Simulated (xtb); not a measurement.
H$_{7}$OSi$_{2}$ (SMILES [SiH3][OH+][SiH3]), charge +1, singlet, from a rough starting geometry; GFN2-xTB (xtb 6.7.1).

The xtb input:
```
$ xtb mol.xyz --gfn 2 --chrg 1 --opt vtight --json

# file mol.xyz
10

Si     1.60297586    -0.25655229     0.46637851
O      0.06918318    -0.11445110    -0.43517601
Si    -1.60739216     0.43679977    -0.13288856
H      2.51401908    -0.41935796    -0.63983215
H      1.57550491     0.91092978     1.16431986
H      1.30533055    -1.52021305     1.16673064
H      0.05888066    -0.61406761    -1.42399353
H     -2.19528481    -0.61736517     0.61965321
H     -2.06018636     0.67769723    -1.50909032
H     -1.26389662     1.57232854     0.64494576
```

Output, abridged:

```
   ID    Z sym.   atoms
    1   14 Si     1, 3
    2    8 O      2
    3    1 H      4-10

           -------------------------------------------------
          |                Calculation Setup                |
           -------------------------------------------------

           -------------------------------------------------
          |                 G F N 2 - x T B                 |
           -------------------------------------------------

          ...................................................
          :                      SETUP                      :
          :.................................................:
          :  # basis functions                  31          :
          :  # atomic orbitals                  29          :
          :  # shells                           15          :
          :  # electrons                        20          :
          :  max. iterations                   250          :
          :  Hamiltonian                  GFN2-xTB          :
          :  restarted?                      false          :
          :  GBSA solvation                  false          :
          :  PC potential                    false          :
          :  electronic temp.          300.0000000     K    :
          :  accuracy                    1.0000000          :
          :  -> integral cutoff          0.2500000E+02      :
          :  -> integral neglect         0.1000000E-07      :
          :  -> SCF convergence          0.1000000E-05 Eh   :
          :  -> wf. convergence          0.1000000E-03 e    :
          :  Broyden damping             0.4000000          :
          :  net charge                          1          :
          :  unpaired electrons                  0          :
          ...................................................

 iter      E             dE          RMSdq      gap      omega  full diag
   1    -10.7138683 -0.107139E+02  0.107E+01    5.93       0.0  T
   2    -10.8090360 -0.951676E-01  0.693E+00    4.98       1.0  T
   3    -10.8143798 -0.534386E-02  0.326E+00    4.75       1.0  T
   4    -10.8153340 -0.954195E-03  0.509E-01    4.98       1.0  T
   5    -10.8158154 -0.481393E-03  0.203E-01    4.97       1.0  T
   6    -10.8158339 -0.185142E-04  0.850E-02    5.01       1.0  T
   7    -10.8158515 -0.175460E-04  0.227E-02    5.00       1.4  T
   8    -10.8158517 -0.230351E-06  0.667E-03    5.00       4.7  T
   9    -10.8158517 -0.238371E-07  0.240E-03    5.00      13.2  T
  10    -10.8158517 -0.220454E-07  0.615E-04    5.00      51.5  T
  11    -10.8158517 -0.304508E-09  0.206E-04    5.00     153.8  T

   *** convergence criteria satisfied after 11 iterations ***

         :::::::::::::::::::::::::::::::::::::::::::::::::::::
         ::                     SUMMARY                     ::
         :::::::::::::::::::::::::::::::::::::::::::::::::::::
         :: total energy             -10.729102017512 Eh    ::
         :: gradient norm              0.127510090006 Eh/a0 ::
         :: HOMO-LUMO gap              4.996882252274 eV    ::
         ::.................................................::
         :: SCC energy               -10.815848095946 Eh    ::
         :: -> isotropic ES            0.130254003483 Eh    ::
         :: -> anisotropic ES         -0.001481563690 Eh    ::
         :: -> anisotropic XC         -0.009297222613 Eh    ::
         :: -> dispersion             -0.004230024067 Eh    ::
         :: repulsion energy           0.086746078434 Eh    ::
         :: add. restraining           0.000000000000 Eh    ::
         :: total charge               1.000000000000 e     ::
         :::::::::::::::::::::::::::::::::::::::::::::::::::::

      -----------------------------------------------------------
     |                   =====================                   |
     |                        A N C O P T                        |
     |                   =====================                   |
     |               Approximate Normal Coordinate               |
     |                Rational Function Optimizer                |
      -----------------------------------------------------------
      -----------------------------------------------------------
     |                   =====================                   |
     |                        A N C O P T                        |
     |                   =====================                   |
     |               Approximate Normal Coordinate               |
     |                Rational Function Optimizer                |
      -----------------------------------------------------------

          ...................................................
          :                      SETUP                      :
          :.................................................:
          :   optimization level         verytight          :
          :   max. optcycles                   200          :
          :   ANC micro-cycles                  20          :
          :   degrees of freedom                24          :
          :.................................................:
          :   RF solver                   davidson          :
          :   write xtbopt.log                true          :
          :   linear?                        false          :
          :   energy convergence         0.1000000E-06 Eh   :
          :   grad. convergence          0.2000000E-03 Eh/α :
          :   maxmium RF displ.          1.0000000          :
          :   Hlow (freq-cutoff)         0.1000000E-01      :
          :   Hmax (freq-cutoff)         5.0000000          :
          :   S6 in model hess.         20.0000000          :
          ...................................................

generating ANC from exact Hessian ...
Using Lindh-Hessian (1995)
 Shifting diagonal of input Hessian by    8.7130578319619852E-003
 Lowest  eigenvalues of input Hessian
    0.000000    0.000000    0.000000    0.000000    0.000000    0.000000
[...]
 * total energy  :   -10.7464277 Eh     change       -0.5119959E-06 Eh
 * total energy  :   -10.7464281 Eh     change       -0.4062284E-06 Eh
 * total energy  :   -10.7464284 Eh     change       -0.3516097E-06 Eh
 * total energy  :   -10.7464287 Eh     change       -0.2965112E-06 Eh
 * total energy  :   -10.7464290 Eh     change       -0.2847706E-06 Eh
 * total energy  :   -10.7464293 Eh     change       -0.3025736E-06 Eh
 * total energy  :   -10.7464296 Eh     change       -0.2965044E-06 Eh
 * total energy  :   -10.7464298 Eh     change       -0.2473462E-06 Eh
 * total energy  :   -10.7464300 Eh     change       -0.1942956E-06 Eh
 * total energy  :   -10.7464302 Eh     change       -0.1624767E-06 Eh
 * total energy  :   -10.7464303 Eh     change       -0.1546999E-06 Eh
 * total energy  :   -10.7464305 Eh     change       -0.1565314E-06 Eh
 * total energy  :   -10.7464306 Eh     change       -0.7643243E-07 Eh
   *** GEOMETRY OPTIMIZATION CONVERGED AFTER 22 ITERATIONS ***
[...]
   3    -10.8281792 -0.177636E-14  0.693E-06    5.17    4565.5  T

   *** convergence criteria satisfied after 3 iterations ***

         :::::::::::::::::::::::::::::::::::::::::::::::::::::
         ::                     SUMMARY                     ::
         :::::::::::::::::::::::::::::::::::::::::::::::::::::
         :: total energy             -10.746430580251 Eh    ::
         :: gradient norm              0.000043329410 Eh/a0 ::
         :: HOMO-LUMO gap              5.169808497481 eV    ::
         ::.................................................::
         :: SCC energy               -10.828175522903 Eh    ::
         :: -> isotropic ES            0.127842731707 Eh    ::
         :: -> anisotropic ES         -0.001018633952 Eh    ::
         :: -> anisotropic XC         -0.009924093295 Eh    ::
         :: -> dispersion             -0.004226854723 Eh    ::
         :: repulsion energy           0.081744942652 Eh    ::
         :: add. restraining           0.000000000000 Eh    ::
         :: total charge               1.000000000000 e     ::
         :::::::::::::::::::::::::::::::::::::::::::::::::::::

           -------------------------------------------------
          |                Property Printout                |
           -------------------------------------------------

    * Orbital Energies and Occupations

         #    Occupation            Energy/Eh            Energy/eV
      -------------------------------------------------------------
         1        2.0000           -0.9814335             -26.7062
         2        2.0000           -0.9406237             -25.5957
         3        2.0000           -0.8621907             -23.4614
         4        2.0000           -0.7748303             -21.0842
         5        2.0000           -0.7202914             -19.6001
         6        2.0000           -0.7074987             -19.2520
         7        2.0000           -0.6158343             -16.7577
         8        2.0000           -0.6157914             -16.7565
         9        2.0000           -0.6132411             -16.6871
        10        2.0000           -0.6081986             -16.5499 (HOMO)
        11                         -0.4182117             -11.3801 (LUMO)
        12                         -0.3813080             -10.3759
        13                         -0.3790488             -10.3144
        14                         -0.3778267             -10.2812
        15                         -0.3704651             -10.0809
        16                         -0.3689421             -10.0394
        17                         -0.2837504              -7.7212
        18                         -0.2653150              -7.2196
        19                         -0.2393697              -6.5136
        20                         -0.2090442              -5.6884
        21                         -0.1193847              -3.2486
       ...                                ...                  ...
        29                          0.6380167              17.3613
      -------------------------------------------------------------
                  HL-Gap            0.1899870 Eh            5.1698 eV
             Fermi-level           -0.5132051 Eh          -13.9650 eV

     #   Z          covCN         q      C6AA      α(0)
     1  14 Si       3.537     0.552    98.075    19.095
     2   8 O        2.313    -0.441    21.598     6.277
     3  14 Si       3.537     0.553    98.076    19.096
     4   1 H        0.920    -0.002     3.100     2.754
     5   1 H        0.921    -0.001     3.068     2.739
     6   1 H        0.921    -0.001     3.070     2.740
     7   1 H        0.806     0.343     0.605     1.222
     8   1 H        0.921    -0.001     3.068     2.739
     9   1 H        0.920    -0.002     3.101     2.754
    10   1 H        0.921    -0.000     3.066     2.738

 Mol. C6AA /au·bohr⁶  :       1254.732974
 Mol. C8AA /au·bohr⁸  :      51055.447217
 Mol. α(0) /au        :         62.154953

Wiberg/Mayer (AO) data.
largest (>0.10) Wiberg bond orders for each atom

 ---------------------------------------------------------------------------
     #   Z sym  total        # sym  WBO       # sym  WBO       # sym  WBO
 ---------------------------------------------------------------------------
     1  14 Si   3.396 --     5 H    0.906     6 H    0.902     4 H    0.901
                             2 O    0.658
     2   8 O    2.318 --     7 H    0.871     1 Si   0.658     3 Si   0.658
     3  14 Si   3.395 --    10 H    0.906     8 H    0.902     9 H    0.901
                             2 O    0.658
     4   1 H    1.000 --     1 Si   0.901
     5   1 H    1.000 --     1 Si   0.906
     6   1 H    1.000 --     1 Si   0.902
     7   1 H    0.883 --     2 O    0.871
     8   1 H    1.000 --     3 Si   0.902
     9   1 H    1.000 --     3 Si   0.901
    10   1 H    1.000 --     3 Si   0.906
 ---------------------------------------------------------------------------

Topologies differ in total number of bonds
Writing topology from bond orders to xtbtopo.mol

molecular dipole:
                 x           y           z       tot (Debye)
 q only:       -0.010      -0.104      -0.119
   full:        0.001      -0.190      -0.301       0.905
molecular quadrupole (traceless):
                xx          xy          yy          xz          yz          zz
 q only:        8.164      -3.681      -4.949       2.483       0.827      -3.216
  q+dip:        4.412      -2.266      -3.192       1.439       1.170      -1.220
   full:        8.161      -3.943      -5.424       2.590       1.545      -2.736

optimized geometry written to: xtbopt.xyz

           -------------------------------------------------
          | TOTAL ENERGY              -10.746430580251 Eh   |
          | GRADIENT NORM               0.000043329410 Eh/α |
          | HOMO-LUMO GAP               5.169808497481 eV   |
           -------------------------------------------------
```
